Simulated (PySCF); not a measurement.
Input for PySCF: R-B3LYP/6-31G* on HCl (SMILES Cl) with ghost functions, monomers drawn apart or pushed together.

```python
from pyscf import gto, scf, dft, mp
from pyscf.data.elements import chemcore

mol = gto.M(
    atom='''
    Cl    1.04904831    0.64379955   -0.35193283
    H    -0.00385700    0.90673945    0.33811639
    ghost-Si    0.88116008   -0.64549153    3.63437499
    ghost-Si   -1.20216064    0.41378141    3.43301376
    ghost-H    1.97461991    0.32212976    3.38927786
    ghost-H    0.98252615   -1.76494248    2.67078560
    ghost-H    1.00797677   -1.18014901    5.01235845
    ghost-H   -1.31945469    1.54021138    4.38932822
    ghost-H   -2.30911362   -0.54214382    3.67372921
    ghost-H   -1.38702527    0.97176570    2.06475333
    ''',
    basis='6-31g*',
    cart=True,
    charge=0, spin=0, verbose=3, max_memory=1800)
mf = dft.RKS(mol, xc='b3lyp')
mf.conv_tol = 1e-8
mf.max_cycle = 100
mf.kernel()
if not mf.converged:
    mf = mf.newton().run(mf.mo_coeff, mf.mo_occ)
```

Program output:

```
converged SCF energy = -460.79619493013
```

Self-consistency was reached.

Cost: roughly 3 core-seconds.
